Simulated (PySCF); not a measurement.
Deprotonation sites of styrene

Parent: styrene, `C=Cc1ccccc1` (C8H8). Atom numbers as in the mapped SMILES `[CH2:1]=[CH:2][c:3]1[cH:4][cH:5][cH:6][cH:7][cH:8]1`. These are map numbers, not IUPAC locants.

Computed at PBE0-D3(BJ)/ma-def2-SVP // GFN2-xTB with PySCF (density fitting, grid level 2). The prefix ma- adds one diffuse s and one diffuse p function on all atoms but H. Zero-point and thermal terms (298.15 K, 1 bar) come from unscaled GFN2-xTB harmonic frequencies, with soft modes damped to free rotors in the entropy.

| site | product | ΔH(acid) / kJ/mol | ΔG(acid) / kJ/mol | gas share | above best in acetone / kJ/mol | above best in benzonitrile / kJ/mol |
| --- | --- | --- | --- | --- | --- | --- |
| C2 (alkene carbon) | `C=[C-]c1ccccc1` | 1639 | 1607 | > 99.9 % | 10.6 | 11.2 |
| C4 (aromatic carbon) | `C=Cc1[c-]cccc1` | 1660 | 1628 | < 0.1 % | 6.4 | 6.5 |
| C6 (aromatic carbon) | `C=Cc1cc[c-]cc1` | 1661 | 1629 | < 0.1 % | 4.4 | 4.5 |
| C1 (alkene carbon) | `[CH-]=Cc1ccccc1` | 1663 | 1632 | < 0.1 % | 0.0 | 0.0 |
| C5 (aromatic carbon) | `C=Cc1c[c-]ccc1` | 1668 | 1636 | < 0.1 % | 9.7 | 9.8 |

ΔH and ΔG refer to AH → A⁻ + H⁺ in the gas phase. Shares are Boltzmann weights among the listed products; an error of 10 kJ/mol changes a ratio about 56-fold. Sites whose products fell apart, merged with another or lost in a GFN2-xTB screen aren't listed. Values in solvent are IEF-PCM free energies relative to the most favourable product.

Among these, C2 (alkene carbon) wins by 21 kJ/mol in gas-phase free energy over C4.

In acetone the product from C1 is solvated 231 kJ/mol more strongly than the parent (electrostatics only); C1 comes first there, though a continuum can't settle small differences.

In benzonitrile the product from C1 is solvated 234 kJ/mol more strongly than the parent (electrostatics only); C1 comes first there, though a continuum can't settle small differences.

Measured values (NIST Chemistry WebBook, evaluated or the median of agreeing entries): deprotonation enthalpy (ΔH) 1636 kJ/mol (computed 1639, difference 3); gas-phase acidity (ΔG) 1604 kJ/mol (computed 1607, difference 3). These are compared with the most favourable site that keeps the skeleton.

Known limits: ma-def2-SVP is a small basis, whose errors can reach tens of kJ/mol; the order of C4 and C6, of C6 and C1, of C1 and C5 is undecided: the gaps lie inside the method's error (some 20 kJ/mol, one structure a species); one E/Z form of each vinyl-type anion was tried, and another may lie lower.

Hardware: 1 thread of Arm Neoverse N1, shared with other jobs. Command: `OMP_NUM_THREADS=1 python redox_run.py task.json out`. Structures, frequencies and single points: 5.7 min.
